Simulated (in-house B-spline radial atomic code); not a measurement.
I⁻. Computed with a B-spline radial atomic code. Model: all-electron spherical atom, spin shells full or empty, radial basis limit, no spin-orbit coupling: exact exchange with a local potential (Slater, KLI or optimised effective potential, whose far tail is KLI's), no correlation.

Anion configuration assumed.

Exchange potential has not reached -1/r at the last radius.

The run also made RPA and GW results, which its time includes.

The Slater potential averages the orbital exchange potentials with the orbital densities as weights, KLI adds orbital constants, and the optimised effective potential minimises the exact-exchange energy among local potentials. So their energies lie above Hartree-Fock in the order OEP, KLI, Slater. All fall off as −1/r, unlike LDA and GGA exchange.

Command:
```bash
python run_gw.py task.json out
```
Settings (nuclear radius in fm, other lengths in bohr, energies in hartree):
```
Z                      53
electrons              54
configuration          [Kr] 4d10 5s2 5p6
hamiltonian            x2c
method                 oep
lmax                   9
rms_radius             4.75
spin_polarised         False
box_radius             60
intervals              110
```

Time taken, with all properties: 20 s on 1 thread of Arm Neoverse N1, with other jobs on the host.

Given: hamiltonian one-electron scalar X2C; mean-field start exchange-only OEP.

Computed: energy above Hartree-Fock 19.441 millihartree.

| radius (bohr) | r times exchange potential (hartree bohr) |
| --- | --- |
| 0.000943 | -0.047041 |
| 0.00121 | -0.060207 |
| 0.00155 | -0.076826 |
| 0.00198 | -0.097566 |
| 0.00254 | ? |
| 0.00326 | -0.15707 |
| 0.00417 | -0.19704 |
| 0.00535 | -0.24566 |
| 0.00685 | -0.30198 |
| 0.00878 | -0.36518 |
| 0.0112 | -0.42994 |
| 0.0144 | -0.49213 |
| 0.0185 | -0.53639 |
| 0.0237 | -0.54441 |
| 0.0303 | -0.50919 |
| 0.0388 | -0.49356 |
| 0.0498 | -0.60925 |
| 0.0637 | -0.78711 |
| 0.0817 | -0.91637 |
| 0.105 | ? |
| 0.134 | -0.84555 |
| 0.172 | -0.91575 |
| 0.22 | -1.1971 |
| 0.282 | -1.3331 |
| 0.361 | -1.1957 |
| 0.463 | -0.80255 |
| 0.593 | -1.1615 |
| 0.76 | -1.3997 |
| 0.974 | -1.3557 |
| 1.25 | -1.0869 |
| 1.6 | -1.0583 |
| 2.05 | -1.27 |
| 2.62 | -1.3382 |
| 3.36 | -1.3 |
| 4.31 | -1.2118 |
| 5.52 | -1.1276 |
| 7.07 | -1.0718 |

Question: What belongs in the row 0.00254?

Answer: r times exchange potential (hartree bohr): -0.12403.

Question: What belongs in the row 0.105?

Answer: r times exchange potential (hartree bohr): -0.94056.

```json
{"occupied": "1s", "level (hartree)": "-1209.6", "Hartree-Fock level (hartree)": "-1224.7"}
{"occupied": "2s", "level (hartree)": "-186.85", "Hartree-Fock level (hartree)": "-192.62"}
{"occupied": "2p", "level (hartree)": "-167.78", "Hartree-Fock level (hartree)": "-172.72"}
{"occupied": "3s", "level (hartree)": "?", "Hartree-Fock level (hartree)": "?"}
{"occupied": "3p", "level (hartree)": "-31.487", "Hartree-Fock level (hartree)": "-33.592"}
{"occupied": "3d", "level (hartree)": "-22.143", "Hartree-Fock level (hartree)": "-23.633"}
{"occupied": "4s", "level (hartree)": "-6.4775", "Hartree-Fock level (hartree)": "-7.4623"}
{"occupied": "4p", "level (hartree)": "?", "Hartree-Fock level (hartree)": "?"}
{"occupied": "4d", "level (hartree)": "-1.6839", "Hartree-Fock level (hartree)": "-2.0082"}
{"occupied": "5s", "level (hartree)": "-0.47697", "Hartree-Fock level (hartree)": "-0.60767"}
{"occupied": "5p", "level (hartree)": "-0.12459", "Hartree-Fock level (hartree)": "-0.1261"}
```

Question: What belongs in the row 3s?

Answer: level (hartree): -37.697; Hartree-Fock level (hartree): -40.213.

Question: What belongs in the row 4p?

Answer: level (hartree): -4.535; Hartree-Fock level (hartree): -5.2897.

The highest level, 5p, differs from Hartree-Fock by +0.041 eV and the deepest, 1s, by +409 eV: a local potential can match the highest level but can't give each shell its own exchange.
